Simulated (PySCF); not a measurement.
GeH$_{9}$NSi$_{2}$, GeH$_{3}$NOSi, B$_{2}$ClGeH$_{4}$, GeH$_{2}$O$_{2}$Si (calculated)

All values are calculated (PySCF 2.14.0). Calculation on a computer-drawn molecule: optimised geometry and harmonic frequencies of an isolated molecule of the commonest isotopes, restricted reference for singlets and unrestricted otherwise, frozen core in MP2; on germanium a core potential holds 10 electrons, which the energies leave out, and 3d is frozen in MP2 and coupled-cluster steps.

Common to all runs: charge 0; method HF; basis cc-pV(D+d)Z; basis and core potential on germanium cc-pVDZ-PP ECP10MDF.

```yaml
- entry: 1
  formula: GeH9NSi2
  start_structure:
    atoms_angstrom:
      - ["N", 1.0011, -0.6027, -0.9413]
      - [Ge, -0.4308, -1.378, -1.4866]
      - [Si, -2.2669, -0.1812, -0.6318]
      - [Si, -1.9129, 2.1459, -0.7592]
      - [H, 1.1528, -0.5526, 0.1045]
      - [H, 1.9537, -1.0884, -1.211]
      - [H, -0.4323, -2.8613, -1.23]
      - [H, -0.2614, -1.3056, -2.9732]
      - [H, -2.491, -0.5866, 0.7784]
      - [H, -3.495, -0.6242, -1.2648]
      - [H, -1.658, 2.5784, -2.0998]
      - [H, -0.6605, 2.5917, 0.0249]
      - [H, -2.9714, 2.9069, -0.291]
  given:
    multiplicity: 1
    drawn_bonds_atom: [1, 2, 3, 1, 1, 2, 2, 3, 3, 4, 4, 4]
    drawn_bonds_other_atom: [2, 3, 4, 5, 6, 7, 8, 9, 10, 11, 12, 13]
    drawn_bonds_order: [1, 1, 1, 1, 1, 1, 1, 1, 1, 1, 1, 1]
  results:
    optimised_atom_element: ["N", Ge, Si, Si, H, H, H, H, H, H, H, H, H]
    "optimised_atom_x [angstrom]": [1.117, -0.4223, -2.286, -1.864, 1.242, 1.961, -0.4763, -0.3972, -2.507, -3.513, -1.493, -0.7588, -3.074]
    "optimised_atom_y [angstrom]": [-0.5648, -1.421, -0.1842, 2.141, -0.5808, -0.927, -2.91, -1.345, -0.5623, -0.5323, 2.513, 2.508, 2.908]
    "optimised_atom_z [angstrom]": [-0.918, -1.495, -0.6043, -0.7398, 0.08049, -1.331, -1.096, -3.026, 0.816, -1.365, -2.126, 0.1754, -0.3518]
    "modes_frequency [cm^-1]": [29.16, 80.37, 116.4, 160.9, 211.2, 341.1, 357.1, 433.1, 456.9, 550.7, 582.5, 633.3, 678.7, 727.9, 762.7, 798.8, 817.9, 957.0, 975.7, 998.0, 1012, 1027, 1028, 1705, 2165, 2214, 2281, 2287, 2299, 2309, 2312, 3723, 3810]
    "modes_reduced_mass [dalton]": [3.219, 4.096, 1.067, 2.568, 1.219, 4.526, 1.196, 1.22, 3.344, 1.198, 1.179, 1.468, 2.137, 1.208, 1.127, 1.168, 1.098, 1.037, 1.094, 1.122, 1.056, 1.042, 1.04, 1.093, 1.021, 1.018, 1.037, 1.043, 1.045, 1.037, 1.039, 1.051, 1.093]
    "rotational_constants [GHz]": [4.332, 1.221, 1.027]
    "total_energy [hartree]": -930.9433
    "convergence_status_largest_gradient_component [hartree/bohr]": 1.964e-05
- entry: 2
  formula: GeH3NOSi
  start_structure:
    atoms_angstrom:
      - [O, -0.3001, 4.4067, 0.2653]
      - [Ge, -0.636, 2.8569, 0.4381]
      - ["N", 0.1618, 1.5337, -0.4147]
      - [Si, 1.3026, 1.9469, -1.742]
      - [H, -1.5998, 2.3729, 1.5238]
      - [H, -0.0771, 0.5721, -0.2191]
      - [H, 1.5545, 0.5384, -2.037]
  given:
    multiplicity: 1
    drawn_bonds_atom: [1, 2, 3, 2, 3, 4]
    drawn_bonds_other_atom: [2, 3, 4, 5, 6, 7]
    drawn_bonds_order: [2, 1, 1, 1, 1, 1]
  results:
    optimised_atom_element: [O, Ge, "N", Si, H, H, H]
    "optimised_atom_x [angstrom]": [-0.397, -0.6345, 0.1909, 1.362, -1.562, -0.08081, 1.528]
    "optimised_atom_y [angstrom]": [4.507, 2.919, 1.643, 1.862, 2.221, 0.7057, 0.3713]
    "optimised_atom_z [angstrom]": [0.3295, 0.5024, -0.4815, -1.763, 1.488, -0.2332, -2.029]
    "modes_frequency [cm^-1]": [131.2, 138.9, 275.0, 305.5, 556.3, 602.4, 741.7, 797.0, 913.2, 972.7, 1055, 1290, 2095, 2274, 3763]
    "modes_reduced_mass [dalton]": [3.69, 12.09, 1.192, 16.36, 1.185, 3.734, 1.124, 1.283, 2.522, 1.274, 12.16, 1.268, 1.043, 1.021, 1.076]
    "rotational_constants [GHz]": [10.81, 1.961, 1.66]
    "total_energy [hartree]": -713.3199
    "convergence_status_largest_gradient_component [hartree/bohr]": 1.48e-05
- entry: 3
  formula: B2ClGeH4
  start_structure:
    atoms_angstrom:
      - [Cl, -2.9262, -0.9535, -1.2778]
      - [B, -2.4132, -0.2342, -2.9766]
      - [B, -1.3087, -0.2315, -1.8785]
      - [Ge, 0.1777, -0.2294, -0.6111]
      - [H, -3.2053, -0.1729, -3.7886]
      - [H, 0.5057, -1.6102, -0.0853]
      - [H, -0.0895, 0.482, 0.6077]
      - [H, 1.4792, 0.2311, -1.1429]
  given:
    multiplicity: 2
    drawn_bonds_atom: [1, 2, 3, 2, 4, 4, 4]
    drawn_bonds_other_atom: [2, 3, 4, 5, 6, 7, 8]
    drawn_bonds_order: [1, 1, 1, 1, 1, 1, 1]
  results:
    optimised_atom_element: [Cl, B, B, Ge, H, H, H, H]
    "optimised_atom_x [angstrom]": [-4.179, -2.635, -1.304, 0.4113, -2.638, 0.8633, 0.2042, 1.497]
    "optimised_atom_y [angstrom]": [-0.958, -0.4054, -0.3538, -0.2566, -0.08801, -1.645, 0.6296, 0.359]
    "optimised_atom_z [angstrom]": [-1.884, -2.589, -1.659, -0.519, -3.742, -0.06292, 0.711, -1.408]
    "modes_frequency [cm^-1]": [35.13, 76.74, 114.9, 281.9, 444.3, 569.3, 602.2, 763.1, 793.0, 898.0, 952.7, 968.2, 1011, 1235, 2219, 2221, 2240, 2741]
    "modes_reduced_mass [dalton]": [1.224, 9.635, 3.399, 3.761, 2.933, 1.132, 1.828, 1.503, 6.054, 1.051, 1.019, 1.039, 1.336, 4.163, 1.023, 1.024, 1.012, 1.093]
    "rotational_constants [GHz]": [19.32, 0.8173, 0.7918]
    "total_energy [hartree]": -804.5399
    spin_squared: 0.7591
    "convergence_status_largest_gradient_component [hartree/bohr]": 3.268e-05
- entry: 4
  formula: GeH2O2Si
  start_structure:
    atoms_angstrom:
      - [O, -2.3569, -2.0625, 1.2943]
      - [Si, -1.9842, -2.3966, -0.1743]
      - [Ge, -0.3792, -0.8153, -1.004]
      - [O, 0.8123, -2.1069, -1.1574]
      - [H, -2.4828, -3.7507, -0.7084]
      - [H, 1.751, -1.9127, -1.4012]
  given:
    multiplicity: 1
    drawn_bonds_atom: [1, 2, 3, 2, 4]
    drawn_bonds_other_atom: [2, 3, 4, 5, 6]
    drawn_bonds_order: [2, 1, 1, 1, 1]
  results:
    optimised_atom_element: [O, Si, Ge, O, H, H]
    "optimised_atom_x [angstrom]": [-2.725, -1.97, -0.2683, 0.8129, -2.156, 1.667]
    "optimised_atom_y [angstrom]": [-2.072, -2.376, -0.7886, -2.183, -3.654, -1.97]
    "optimised_atom_z [angstrom]": [1.282, 0.01509, -0.9131, -1.227, -0.7271, -1.58]
    "modes_frequency [cm^-1]": [35.29, 110.3, 183.1, 343.8, 497.2, 562.7, 715.1, 873.1, 916.5, 1292, 2258, 4133]
    "modes_reduced_mass [dalton]": [4.906, 6.358, 8.978, 5.855, 1.366, 1.179, 11.2, 1.14, 1.123, 17.48, 1.045, 1.067]
    "rotational_constants [GHz]": [8.977, 1.837, 1.589]
    "total_energy [hartree]": -733.2011
    "convergence_status_largest_gradient_component [hartree/bohr]": 2.197e-05
```
